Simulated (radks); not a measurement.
F, configuration [He] 2s2 2p5 (the NIST ground configuration).

All-electron calculation, scalar-relativistic Kohn-Sham, LDA (Slater exchange, Perdew-Wang correlation), spin-polarised, spherical densities, point nucleus; open shells are filled with parallel spins first. Program: a radial shooting solver on a logarithmic mesh with Libxc functionals.

Energy parts (eV):
total: -2699.462
kinetic: 2692.645
electron-nucleus: -6479.010
Hartree: 1349.403
exchange-correlation: -262.500

Orbitals (lengths in bohr, moments of r in powers of bohr; r(max) is where P^2 peaks; r(90%) holds 90 % of the orbital's charge):
| orbital | occ. | eigenvalue (eV) | r(max) | r(90%) |
|---|---|---|---|---|
| 1s up | 1 | -659.2568 | 0.1149 | 0.318 |
| 1s down | 1 | -658.4200 | 0.1149 | 0.317 |
| 2s up | 1 | -30.3886 | 0.7650 | 1.62 |
| 2s down | 1 | -28.7590 | 0.7692 | 1.64 |
| 2p up | 3 | -12.0158 | 0.6986 | 1.92 |
| 2p down | 2 | -10.4359 | 0.7081 | 2.00 |

The highest occupied level is 2p down at -10.436 eV. Spin moment in Bohr magnetons: 1. Summed over all electrons, <r^2> = 10.74 bohr^2, which gives a Langevin (diamagnetic) susceptibility term of -8.51 x 10^-6 cm^3/mol. For comparison, the ionisation energy in NIST's Atomic Spectra Database is 17.423 eV (measured). In exact Kohn-Sham theory the highest level is minus the ionisation energy, but local and semilocal functionals leave it too shallow, through self-interaction and a potential that decays too fast; potentials with the right tail come closer. The density falls to 0.001 e/bohr^3 at r = 3.12 bohr.
